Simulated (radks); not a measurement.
Task: These are the eigenvalues of the occupied orbitals of an atom or ion with whole-number occupations (hartree). Method: scalar-relativistic Kohn-Sham, r2SCAN, spin-polarised, spherical densities, finite nucleus; meta-GGA in the generalised Kohn-Sham scheme; Fermi nuclear charge, rms radius of each element as measured or else 0.836 A^(1/3) + 0.57 fm; computed with a radial shooting solver on a logarithmic mesh with Libxc functionals.

1s down: -216.8753
1s up: -216.8746
2s up: -24.79239
2s down: -24.71700
2p up: -20.77327
2p down: -20.71551
3s up: -2.85742
3s down: -2.65073
3p up: -1.76561
3p down: -1.55747
4s up: -0.17343
3d up: -0.14225

Which element is it, and in what charge state? The configuration may be excited. Open shells, if any, are filled with parallel spins first.

Result: Z = 24, chromium, charge 0: Cr in [Ar] 3d5 4s1. The list shows which subshells hold electrons but not how many an open one holds; the 1s level, -216.88 hartree, gives Z - s = 20.8 by -(Z - s)^2/2, which with screening and relativity narrows Z to a few neighbours, and the depths of the outer levels then fix element, charge and occupations together.
